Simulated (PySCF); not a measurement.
CH6GeO2Si, SMILES [SiH2]1[O][GeH]([CH3])[O]1.

The structure is a stationary point at PBE0-D3(BJ)/def2-SVP. This is a generated structure with no PubChem entry under its InChIKey; it may be hypothetical.

Level of theory: PySCF with TDA-PBE/def2-SVPD.

Vertical excitations. Isolated molecule, no solvent.

```csv
state,energy (eV),λ (nm),f,main pairs
S1,5.40,229,0.000,HOMO→LUMO 100 %
S2,5.86,212,0.006,HOMO−1→LUMO 97 %
S3,5.90,210,0.006,HOMO−2→LUMO 96 %
S4,6.55,189,0.030,"HOMO→LUMO+1 83 %, HOMO→LUMO+2 15 %"
S5,6.82,182,0.071,"HOMO→LUMO+2 63 %, HOMO→LUMO+3 24 %, HOMO→LUMO+1 10 %"
S6,6.88,180,0.029,"HOMO→LUMO+3 76 %, HOMO→LUMO+2 19 %"
S7,6.92,179,0.016,HOMO−1→LUMO+1 91 %
S8,6.97,178,0.000,HOMO−2→LUMO+1 96 %
S9,7.03,176,0.000,"HOMO−3→LUMO 54 %, HOMO→LUMO+4 45 %"
S10,7.12,174,0.004,HOMO−1→LUMO+2 94 %
T1,5.21,238,0,HOMO→LUMO 100 %
T2,5.66,219,0,HOMO−1→LUMO 100 %
T3,5.72,217,0,HOMO−2→LUMO 99 %
T4,6.29,197,0,HOMO→LUMO+1 91 %
```
Triplets are in the Tamm–Dancoff approximation.
